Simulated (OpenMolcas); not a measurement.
**BAs at 1.849 Å: OpenMolcas input and output**

Input (each module block was a call of its own in one work directory; start orbitals came from a preliminary run):

```
&GATEWAY
Coord
2
angstrom
As 0.0 0.0 0.0
B 0.0 0.0 1.8490
Basis=ANO-RCC-VTZP
Group=XY
RX2C
AMFI
ANGMom
0.0 0.0 0.0
RICD
&SEWARD
&GUESSORB
* RASSCF and CASPT2 blocks for each multiplicity and irrep, as for the first:
&RASSCF
FileOrb=$CurrDir/o32.orb
Symmetry=2
Spin=3
nActEl=6 0 0
Inactive=10 6
RAS2=3 4
CIRoot=8 8 1
Linear
Iterations=120 100
OrbListing=Nothing
PRWF=0.15
>>COPY $Project.RasOrb $CurrDir/o32.orb
>>COPY $Project.rasscf.h5 $CurrDir/r32.h5
&CASPT2
XMultistate=all
Imaginary=0.2
IPEA=0.25
MaxIter=40
>>COPY $Project.JobMix JOB001
&RASSI
Nr of JobIphs=5 8 4 4 5 2
1 2 3 4 5 6 7 8
1 2 3 4
1 2 3 4
1 2 3 4 5
1 2
SpinOrbit
EJob
Omega
MEES
MESO
Properties=4
'AngMom' 3 'Mltpl  1' 1 'Mltpl  1' 2 'Mltpl  1' 3
Thrs=1.0d-4
>>COPY $Project.rassi.h5 $CurrDir/so.h5
```

```bash
pymolcas m.inp
```

C2 symmetry about the axis (a holds Σ, Δ, Γ; b holds Π, Φ, H; Σ⁺ and Σ⁻ are not told apart); roots by multiplicity and irrep: 3b 8, 1b 4, 1a 4, 3a 5, 5b 2.

RASSI part of the output, in excerpt:

```
SPIN-FREE ENERGIES:
  (Shifted by EMIN (a.u.) =      -2283.8041270402)
 SF State       Relative EMIN(au)   Rel lowest level(eV)    D:o, cm**(-1)      Abs_M
     1             0.0000000000        0.0000000000              0.0000         1.0
     2             0.0000000000        0.0000000000              0.0000         1.0
    13             0.0118295625        0.3218987949           2596.2889         0.0
     9             0.0148222559        0.4033341291           3253.1091         1.0
    10             0.0148222813        0.4033348219           3253.1147         1.0
    17             0.0389758439        1.0605867434           8554.2090         0.0
    14             0.0726883302        1.9779502300          15953.2445         2.0
    15             0.0727210177        1.9788397001          15960.4185         2.0
    18             0.0942145852        2.5637094678          20677.7114         0.0
    22             0.0986902023        2.6854972146          21659.9958         1.0
    23             0.0986902039        2.6854972570          21659.9961         1.0
    16             0.1007272140        2.7409271253          22107.0682         0.0
     3             0.1255980454        3.4176969245          27565.5847         1.0
     4             0.1255980454        3.4176969245          27565.5847         1.0
     6             0.1385925024        3.7712941125          30417.5384         1.0
     5             0.1385925024        3.7712941125          30417.5384         1.0
    19             0.1385944754        3.7713478004          30417.9714         0.0
    20             0.1441368311        3.9221629833          31634.3779         2.0
    21             0.1444165498        3.9297745179          31695.7690         2.0
     7             0.1489686536        4.0536435715          32694.8403         3.0
     8             0.1489686536        4.0536435715          32694.8403         3.0
    11             0.1520029160        4.1362100590          33360.7840         1.0
    12             0.1520029392        4.1362106897          33360.7891         1.0
++ Dipole transition strengths (spin-free states):
     for osc. strength at least  1.00000000E-05
      From   To        Osc. strength     Einstein coefficients Ax, Ay, Az (sec-1)    Total A (sec-1)
         1   17       1.96009812E-03  9.21826609E+02  9.47490492E+04  0.00000000E+00  9.56708758E+04
         1   18       4.29654288E-04  1.21381707E+05  1.15503123E+03  0.00000000E+00  1.22536738E+05
         1    4       1.22219488E-03  0.00000000E+00  0.00000000E+00  6.19465474E+05  6.19465474E+05
         1    5       1.82803249E-05  0.00000000E+00  0.00000000E+00  1.12816927E+04  1.12816927E+04
         1   19       3.02602676E-05  1.84812984E+04  1.94341247E+02  0.00000000E+00  1.86756396E+04
         1   20       8.18891282E-05  4.94218570E+02  5.41679768E+04  0.00000000E+00  5.46621954E+04
         1   21       8.18850775E-05  5.42226129E+04  6.49233957E+02  0.00000000E+00  5.48718469E+04
         2   17       1.96014044E-03  9.47511351E+04  9.21806256E+02  0.00000000E+00  9.56729413E+04
         2   18       4.29603771E-04  1.15516920E+03  1.21367161E+05  0.00000000E+00  1.22522331E+05
         2    3       1.22219501E-03  0.00000000E+00  0.00000000E+00  6.19465540E+05  6.19465540E+05
         2    6       1.82803222E-05  0.00000000E+00  0.00000000E+00  1.12816910E+04  1.12816910E+04
         2   19       3.02401006E-05  1.94467581E+02  1.84687256E+04  0.00000000E+00  1.86631932E+04
         2   20       8.19409961E-05  5.42029306E+04  4.93887302E+02  0.00000000E+00  5.46968179E+04
         2   21       8.18530019E-05  6.49475011E+02  5.42008777E+04  0.00000000E+00  5.48503528E+04
        13    9       1.79754028E-04  2.85439924E+01  2.31826091E+01  0.00000000E+00  5.17266015E+01
        13   10       1.79755606E-04  2.31832024E+01  2.85447335E+01  0.00000000E+00  5.17279359E+01
        13   16       1.10807805E-03  0.00000000E+00  0.00000000E+00  2.81359647E+05  2.81359647E+05
         9   14       2.69604790E-03  4.61112065E+03  2.85448002E+05  0.00000000E+00  2.90059123E+05
         9   15       2.69759289E-03  2.85934290E+05  4.61903073E+03  0.00000000E+00  2.90553321E+05
         9   16       3.94606568E-03  5.16445948E+05  4.19200243E+05  0.00000000E+00  9.35646190E+05
         9   11       9.19711597E-04  0.00000000E+00  0.00000000E+00  5.56094145E+05  5.56094145E+05
         9   12       1.40550325E-04  0.00000000E+00  0.00000000E+00  8.49823351E+04  8.49823351E+04
        10   14       2.69606150E-03  2.85449138E+05  4.61119271E+03  0.00000000E+00  2.90060331E+05
        10   15       2.69757917E-03  4.61896713E+03  2.85932621E+05  0.00000000E+00  2.90551588E+05
        10   16       3.94605806E-03  4.19199059E+05  5.16444770E+05  0.00000000E+00  9.35643829E+05
        10   11       1.40550344E-04  0.00000000E+00  0.00000000E+00  8.49822864E+04  8.49822864E+04
        10   12       9.19716033E-04  0.00000000E+00  0.00000000E+00  5.56096809E+05  5.56096809E+05
        17    6       7.55218462E-03  2.32414584E+06  8.38039128E+04  0.00000000E+00  2.40794975E+06
        17    5       7.55191765E-03  8.38071254E+04  2.32405751E+06  0.00000000E+00  2.40786463E+06
        17    7       1.65207135E-05  6.37728718E+03  4.46828672E+01  0.00000000E+00  6.42197005E+03
        17    8       1.65166197E-05  4.46531043E+01  6.37572557E+03  0.00000000E+00  6.42037868E+03
        14   11       2.55693047E-03  3.08792284E+04  4.85936738E+05  0.00000000E+00  5.16815966E+05
        14   12       2.55691494E-03  4.85933507E+05  3.08796233E+04  0.00000000E+00  5.16813130E+05
        15   11       2.55583689E-03  4.85328084E+05  3.08411298E+04  0.00000000E+00  5.16169214E+05
        15   12       2.55584830E-03  3.08408349E+04  4.85330985E+05  0.00000000E+00  5.16171820E+05
        18    3       5.47760719E-04  4.35852978E+02  1.68983317E+04  0.00000000E+00  1.73341846E+04
        18    4       5.47767731E-04  1.68985592E+04  4.35847324E+02  0.00000000E+00  1.73344065E+04
        18    6       4.74674472E-04  1.11130909E+03  2.89245867E+04  0.00000000E+00  3.00358958E+04
        18    5       4.74662447E-04  2.89237965E+04  1.11133847E+03  0.00000000E+00  3.00351349E+04
        18   19       2.19911126E-03  0.00000000E+00  0.00000000E+00  1.39165163E+05  1.39165163E+05
        16   11       9.88267719E-04  7.31327290E+04  1.03523233E+04  0.00000000E+00  8.34850522E+04
        16   12       9.88270110E-04  1.03523723E+04  7.31329575E+04  0.00000000E+00  8.34853297E+04
         3    6       4.44427174E-04  0.00000000E+00  0.00000000E+00  2.41116960E+03  2.41116960E+03
         3   19       5.12466292E-04  6.59836605E+01  2.71516581E+03  0.00000000E+00  2.78114947E+03
         3   20       1.09444911E-04  1.15921098E+03  4.93512692E+01  0.00000000E+00  1.20856225E+03
         3   21       1.32778821E-04  2.70972952E+01  1.48371289E+03  0.00000000E+00  1.51081019E+03
         4    5       4.44427181E-04  0.00000000E+00  0.00000000E+00  2.41116964E+03  2.41116964E+03
         4   19       5.12465588E-04  2.71516182E+03  6.59838334E+01  0.00000000E+00  2.78114565E+03
         4   20       1.09451642E-04  4.93490826E+01  1.15928749E+03  0.00000000E+00  1.20863657E+03
         4   21       1.32806110E-04  1.48403012E+03  2.70905680E+01  0.00000000E+00  1.51112069E+03
         6   20       2.06681096E-04  1.97705988E+02  6.42530427E+00  0.00000000E+00  2.04131293E+02
         6   21       1.89692679E-04  8.44008877E+00  1.98293606E+02  0.00000000E+00  2.06733694E+02
         5   20       2.06677142E-04  6.42543618E+00  1.97701951E+02  0.00000000E+00  2.04127387E+02
         5   21       1.89701790E-04  1.98303970E+02  8.43965411E+00  0.00000000E+00  2.06743624E+02
        20    7       1.05686198E-04  7.25265453E+01  6.75116552E+00  0.00000000E+00  7.92777108E+01
        20    8       1.05685357E-04  6.75125559E+00  7.25258243E+01  0.00000000E+00  7.92770799E+01
        21    7       1.15749353E-04  5.78961901E+00  7.12747736E+01  0.00000000E+00  7.70643926E+01
        21    8       1.15750277E-04  7.12754690E+01  5.78953899E+00  0.00000000E+00  7.70650079E+01
 Electric-quadrupole - electric-quadrupole not included
 Electric-dipole - electric-octupole not included
 Electric-dipole - magnetic-quadrupole not included
   Eigenvalues of complex Hamiltonian:
  (Shifted by EMIN (a.u.) =      -2283.8041270402)
 SO State       Relative EMIN(au)   Rel lowest level(eV)    D:o, cm**(-1)      Omega
     1            -0.0019112671        0.0000000000              0.0000         2.0
     2            -0.0019111092        0.0000042972              0.0347         2.0
     3            -0.0002718918        0.0446096754            359.8013         1.0
     4            -0.0002718913        0.0446096887            359.8014         1.0
     5             0.0011644207        0.0836937282            675.0354         0.0
     6             0.0017641476        0.1000131291            806.6603         0.0
     7             0.0123293709        0.3875075015           3125.4588         0.0
     8             0.0149002271        0.4574640640           3689.6965         1.0
     9             0.0149002523        0.4574647495           3689.7020         1.0
    10             0.0387047878        1.1052191572           8914.1937         0.0
    11             0.0390293971        1.1140522275           8985.4372         1.0
    12             0.0390293972        1.1140522305           8985.4372         1.0
    13             0.0726684818        2.0294183537          16368.3629         2.0
    14             0.0727016706        2.0303214673          16375.6470         2.0
    15             0.0940634332        2.6116046394          21064.0120         1.0
    16             0.0940634339        2.6116046602          21064.0121         1.0
    17             0.0940801718        2.6120601219          21067.6857         0.0
    18             0.0981017121        2.7214918074          21950.3117         1.0
    19             0.0981017121        2.7214918075          21950.3117         1.0
    20             0.0983284078        2.7276605108          22000.0657         0.0
    21             0.0983787703        2.7290309445          22011.1190         0.0
    22             0.0986389133        2.7361097955          22068.2138         1.0
    23             0.0986389156        2.7361098601          22068.2143         1.0
    24             0.0989474126        2.7445044898          22135.9215         2.0
    25             0.0989476102        2.7445098677          22135.9649         2.0
    26             0.0992734976        2.7533777148          22207.4889         3.0
    27             0.0992734976        2.7533777148          22207.4889         3.0
    28             0.1010364172        2.8013492003          22594.4051         0.0
    29             0.1246668927        3.4443671962          27780.6950         0.1
    30             0.1247035759        3.4453653973          27788.7460         0.1
    31             0.1256353371        3.4707199113          27993.2439         1.0
    32             0.1256353390        3.4707199624          27993.2444         1.0
    33             0.1265492716        3.4955893359          28193.8294         2.0
    34             0.1265552533        3.4957521079          28195.1422         2.0
    35             0.1379154213        3.8048780274          30688.4109         2.0
    36             0.1379227070        3.8050762794          30690.0099         2.0
    37             0.1384217745        3.8186565974          30799.5426         1.0
    38             0.1384217883        3.8186569737          30799.5456         1.0
    39             0.1386822267        3.8257438648          30856.7052         0.0
    40             0.1387095001        3.8264860116          30862.6911         1.0
    41             0.1387095152        3.8264864207          30862.6944         1.0
    42             0.1394166127        3.8457275248          31017.8843         0.2
    43             0.1394454868        3.8465132294          31024.2215         0.2
    44             0.1432310535        3.9495237464          31855.0573         3.0
    45             0.1432310542        3.9495237670          31855.0575         3.0
    46             0.1438107035        3.9652968274          31982.2758         2.0
    47             0.1440764934        3.9725293375          32040.6099         2.0
    48             0.1451428792        4.0015471749          32274.6546         1.0
    49             0.1451428812        4.0015472283          32274.6550         1.0
    50             0.1488679679        4.1029120022          33092.2170         2.0
    51             0.1488844731        4.1033611308          33095.8395         2.0
    52             0.1492954455        4.1145442606          33186.0375         3.0
    53             0.1492954460        4.1145442742          33186.0376         3.0
    54             0.1494877997        4.1197784859          33228.2544         4.0
    55             0.1494878493        4.1197798339          33228.2653         4.0
    56             0.1522219710        4.1941790764          33828.3356         1.0
    57             0.1522219939        4.1941796982          33828.3406         1.0
 Weights of the five most important spin-orbit-free states for each spin-orbit state.
 SO State  Total energy (au)           Spin-free states, spin, and weights
    1        -0.001911       1 1.0  0.4996    2 1.0  0.4996   14 0.0  0.0006   23 2.0  0.0001   22 2.0  0.0001
    2        -0.001911       1 1.0  0.4996    2 1.0  0.4996   15 0.0  0.0006   22 2.0  0.0001   23 2.0  0.0001
    3        -0.000272       1 1.0  0.8059    2 1.0  0.1808    9 0.0  0.0089   10 0.0  0.0026   17 1.0  0.0013
    4        -0.000272       2 1.0  0.8059    1 1.0  0.1808   10 0.0  0.0089    9 0.0  0.0026   17 1.0  0.0013
    5         0.001164       1 1.0  0.4751    2 1.0  0.4751   13 0.0  0.0467   17 1.0  0.0024   16 0.0  0.0005
...
```

Only roots inside an energy window near the equilibrium distance were included, so the list of states is not complete; labels number the states computed. Each spin and symmetry block has orbitals of its own, averaged over its own roots, so gaps between blocks are less sure than gaps within one and near the minimum can be off by tenths of an eV, in bad cases by more. No Rydberg orbitals are active, so Rydberg states, and σ→σ* states whose orbital the CASSCF left unused, can be missing between those listed. CASPT2 splits the two components of degenerate states numerically, here by up to 61 cm⁻¹. No roots were computed in block 5a (none fell in the window or the block failed), so states of that kind are missing and can lie low or lowest.
